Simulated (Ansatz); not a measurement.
Molecule: sum formula TiOF$_{2}$, charge 1, multiplicity 2. The spin state was set by rule; other spins were not relaxed. 
Structure (B3LYP-D3(BJ)/def2-TZVP (Ansatz, a quantum-chemistry and plane-wave program) minimum search):
```
Ti
F 1 1.7056
F 1 1.7056 2 118.89
O 1 1.7786 2 110.41 3 129.08
```
Charge +1, spin multiplicity 2.

Total electronic energies in hartree. Valence correlation only, unless marked. Open shells are spin-unrestricted. No spin-orbit coupling. Frozen are the shells of the preceding noble gas and the d and f shells that filled before the atom's block. Non-relativistic. CBS marks a two-point X^-3 extrapolation of the correlation energy; Hartree-Fock from the larger set. The bracket is a focal-point correction in the basis named. The program attaches cautions to a run behind MP2/def2-SVP: large difference. The program attaches cautions to a run behind SCS-MP2/def2-SVP: large difference.

| level | program | energy (Eh) |
|---|---|---|
| RI-HF/def2-TZVPPD | Ansatz | -1122.05940 |
| PBE-D3(BJ)/def2-TZVPD | Ansatz + dftd3 | -1123.81059 |
| BLYP-D3(BJ)/def2-TZVPD | Ansatz + dftd3 | -1124.31350 |
| BLYP/def2-TZVPD | Ansatz | -1124.30921 |
| B97M-V/def2-TZVPD | Ansatz | -1123.96555 |
| PBE0-D3(BJ)/def2-TZVP | Ansatz + dftd3 | -1123.78902 |
| PBE0/def2-TZVPD | Ansatz | -1123.79168 |
| BHLYP/def2-TZVPD | Ansatz | -1124.10437 |
| wB97X-V/def2-TZVPD | Ansatz | -1124.03851 |
| B2GP-PLYP/def2-TZVPD | Ansatz | -1123.73294 |
| B2PLYP/def2-TZVPD | Ansatz | -1123.87317 |
| MP2/6-31G* | Ansatz | -1122.49516 |
| MP2/def2-SVP | Ansatz | -1122.16676 |
| SCS-MP2/def2-SVP | Ansatz | -1122.13692 |
| RI-MP2/CBS(def2-TZVPP,def2-QZVPP)+[CCSD(T)-MP2]/def2-TZVPP | Ansatz | -1123.0742 |

Totals of different functionals don't rank their quality; only differences between species are comparable.
